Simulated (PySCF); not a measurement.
An EPR job on `[H]/N=C/[C](C)C#CC#C` [radical].

Computed with UKS B3LYP, pcH-1 on C H N, non-relativistic, mean-field spin-orbit, GIAO (PySCF 2.14.0). Geometry: GFN2-xTB. The command runs a driver script over a list of jobs; the input below is this job's line of settings and its coordinates in Å.

Command:
```bash
OMP_NUM_THREADS=1 python probes_run.py task.json out
```

Input:
```
{"job": {"kind": "epr", "basis": "pcH-1"}, "charge": 0, "multiplicity": 2}
C      4.367555    -0.551758     0.093854
C      3.164260    -0.422005     0.064850
C      1.829743    -0.273795     0.034178
C      0.609664    -0.143288     0.007441
C     -0.744693     0.023473    -0.021646
C     -1.656138    -1.152234    -0.101290
C     -1.292092     1.339396     0.024474
N     -2.558871     1.508612    -0.006390
H      5.409055    -0.665338     0.119309
H     -2.281583    -1.065423    -0.989494
H     -2.330472    -1.145702     0.754784
H     -1.101654    -2.086855    -0.128706
H     -0.557671     2.155105     0.085875
H     -2.857783     2.479339     0.030640
```

Output:
```
UKS, coarse grid
  cycle   1  E = -324.90279848  |g| = 3.56e-01
  cycle   2  E = -324.84280279  |g| = 5.16e-01
  cycle   3  E = -324.95679617  |g| = 1.37e-01
  cycle   4  E = -324.96539772  |g| = 4.09e-02
  cycle   5  E = -324.96593035  |g| = 3.03e-02
  cycle   6  E = -324.96648671  |g| = 8.51e-03
  cycle   7  E = -324.96658019  |g| = 4.47e-03
  cycle   8  E = -324.96661576  |g| = 2.51e-03
  cycle   9  E = -324.96662245  |g| = 2.12e-03
  cycle  10  E = -324.96662608  |g| = 5.83e-04
UKS, final grid
  cycle   1  E = -324.96662961  |g| = 7.85e-04
  cycle   2  E = -324.96662871  |g| = 1.73e-03
  cycle   3  E = -324.96663022  |g| = 2.21e-04
  cycle   4  E = -324.96663031  |g| = 1.78e-04
  cycle   5  E = -324.96663041  |g| = 1.26e-04
  cycle   6  E = -324.96663042  |g| = 4.07e-05
  cycle   7  E = -324.96663042  |g| = 1.78e-05
E = -324.96663042 Eh   <S^2> = 0.7847 (exact 0.7500)
g shifts (ppm)      1          2          3
  rmc          -163       -163       -163
  gc             -9         33         28
  oz_so          19        780       2210
  total        -153        650       2075
hyperfine (MHz)  atom isotope    a_iso     a_fc   dipolar eigenvalues
    0   13C      24.85      24.85    -24.50    -14.54     39.03
    1   13C     -39.63     -39.63    -13.10     -0.47     13.57
    2   13C      36.84      36.84    -35.19    -24.60     59.79
    3   13C     -53.79     -53.79    -19.71     -0.84     20.55
    4   13C      48.87      48.87    -44.02    -43.94     87.96
    5   13C     -20.02     -20.02     -1.23      0.06      1.16
    6   13C     -35.43     -35.43    -17.36      6.63     10.74
    7   14N       9.50       9.50    -13.59    -13.01     26.60
    8    1H     -22.96     -22.96    -10.19     -1.53     11.72
    9    1H      58.08      58.08     -3.12     -1.16      4.28
   10    1H      57.88      57.88     -3.12     -1.17      4.29
   11    1H       1.12       1.12     -2.01     -1.81      3.82
   12    1H       5.05       5.05     -3.41     -0.98      4.40
   13    1H     -20.91     -20.91    -16.73     -3.00     19.73
```

rmc, gc and oz_so are the mass-correction, gauge-correction and orbital-Zeeman/spin–orbit parts of the g shift along its three principal axes; a_iso is the isotropic hyperfine coupling and a_fc its Fermi-contact part. The program numbers atoms from 0.

Question: How far is ⟨S²⟩ from the pure-spin value?

Answer: S = 0.5 gives S(S+1) = 0.75; the run has 0.7847, 0.0347 more.

Main results: ⟨S²⟩ 0.785; g_iso 2.0032.

Geometry: GFN2-xTB, one conformer, isolated molecule. GFN2-xTB frequencies show an imaginary mode (63i cm⁻¹), so this geometry is no minimum at that level.

Question: Estimate the wall time. Hardware: one thread of an Arm Neoverse V1, shared host. And the peak memory of the process?

Answer: About 63 s (density and orbital grids were written too), with 0.90 GiB resident at the peak, the Python interpreter and its libraries included.
Labels such as C1 count atoms from 1, the log's own numbers from 0.
